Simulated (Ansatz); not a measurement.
`CC(C)[NH][Ge]([Cl])([Cl])[Cl]` at its PBE0-D4/def2-TZVP geometry, where that method's forces vanish. Total charge 0; spin multiplicity 1.

```json
{"atom": "C1", "x (Å)": "-1.616", "y (Å)": "-0.517", "z (Å)": "1.006"}
{"atom": "C2", "x (Å)": "-0.243", "y (Å)": "-0.415", "z (Å)": "0.365"}
{"atom": "C3", "x (Å)": "0.009", "y (Å)": "-1.555", "z (Å)": "-0.612"}
{"atom": "N4", "x (Å)": "-0.102", "y (Å)": "0.900", "z (Å)": "-0.257"}
{"atom": "Ge5", "x (Å)": "1.468", "y (Å)": "1.758", "z (Å)": "-0.359"}
{"atom": "Cl6", "x (Å)": "2.219", "y (Å)": "2.051", "z (Å)": "1.610"}
{"atom": "Cl7", "x (Å)": "3.033", "y (Å)": "0.757", "z (Å)": "-1.433"}
{"atom": "Cl8", "x (Å)": "1.125", "y (Å)": "3.620", "z (Å)": "-1.323"}
{"atom": "H9", "x (Å)": "-1.735", "y (Å)": "-1.475", "z (Å)": "1.518"}
{"atom": "H10", "x (Å)": "-1.767", "y (Å)": "0.288", "z (Å)": "1.727"}
{"atom": "H11", "x (Å)": "-2.400", "y (Å)": "-0.446", "z (Å)": "0.245"}
{"atom": "H12", "x (Å)": "0.508", "y (Å)": "-0.465", "z (Å)": "1.162"}
{"atom": "H13", "x (Å)": "1.005", "y (Å)": "-1.486", "z (Å)": "-1.053"}
{"atom": "H14", "x (Å)": "-0.726", "y (Å)": "-1.529", "z (Å)": "-1.423"}
{"atom": "H15", "x (Å)": "-0.080", "y (Å)": "-2.522", "z (Å)": "-0.112"}
{"atom": "H16", "x (Å)": "-0.700", "y (Å)": "1.037", "z (Å)": "-1.062"}
```

For each bond, give half the difference of the two atoms' forces along it (eV/Å; positive pushes the atoms apart) under PBE-D4, r2SCAN-D4, B3LYP-D4, ωB97M-V in def2-TZVPP. (Estimate.)

Computed: 
```csv
bond,length (Å),PBE-D4,r2SCAN-D4,B3LYP-D4,ωB97M-V
C1–C2,1.519,0.02,0.08,0.12,0.10
C1–H9,1.092,0.10,-0.03,-0.07,-0.08
C1–H10,1.091,0.09,-0.04,-0.08,-0.06
C1–H11,1.095,0.11,-0.03,-0.06,-0.06
C2–C3,1.521,0.00,0.06,0.14,0.11
C2–N4,1.462,0.01,0.17,0.14,0.19
C2–H12,1.096,0.10,-0.07,-0.16,-0.15
C3–H13,1.091,0.09,-0.04,-0.09,-0.06
C3–H15,1.093,0.09,-0.04,-0.07,-0.07
N4–Ge5,1.792,0.14,-0.02,0.03,-0.04
N4–H16,1.012,0.19,0.00,-0.11,-0.08
Ge5–Cl6,2.128,0.21,0.04,0.19,-0.01
Ge5–Cl7,2.146,0.19,0.05,0.18,-0.03
Ge5–Cl8,2.125,0.18,0.03,0.17,0.00
```

B3LYP here is the variant with VWN-RPA as its local correlation; programs differ in this.
